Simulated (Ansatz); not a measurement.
`[CH3][Zn][F]` and `[F][Zn][CH2][SiH3]` differ in one atom or group.

Ansatz, PBE0-D4/def2-TZVP geometries, multiplicity 1. Each molecule was computed in one conformer, which needn't be the lowest.

Scalar relativity is left out up to krypton.

```csv
property,`[CH3][Zn][F]`
HOMO–LUMO gap (PBE/def2-TZVPP) / eV,6.27
LUMO energy (PBE0/def2-TZVPP) / eV,-0.51
LUMO energy (ωB97M-V/def2-TZVPP) / eV,0.96
HOMO energy (ωB97M-V/def2-TZVPP) / eV,-11.04
HOMO–LUMO gap (PBE0/def2-TZVPP) / eV,8.27
LUMO energy (PBE/def2-TZVPP) / eV,-1.35
```

Task: What does the change do to each property? (Estimate.)

Result: The calculation gave: 
| property | `[F][Zn][CH2][SiH3]` | shift |
| --- | --- | --- |
| HOMO–LUMO gap (PBE/def2-TZVPP) / eV | 5.79 | -0.48 |
| LUMO energy (PBE0/def2-TZVPP) / eV | -0.80 | -0.29 |
| LUMO energy (ωB97M-V/def2-TZVPP) / eV | 0.75 | -0.21 |
| HOMO energy (ωB97M-V/def2-TZVPP) / eV | -10.75 | 0.29 |
| HOMO–LUMO gap (PBE0/def2-TZVPP) / eV | 7.78 | -0.49 |
| LUMO energy (PBE/def2-TZVPP) / eV | -1.65 | -0.30 |

With PBE0 the HOMO rises by 0.21 eV and the LUMO falls by 0.29 eV, so the gap narrows by about 0.50 eV. PBE moves the HOMO by 0.19 eV and ωB97M-V by 0.29 eV.
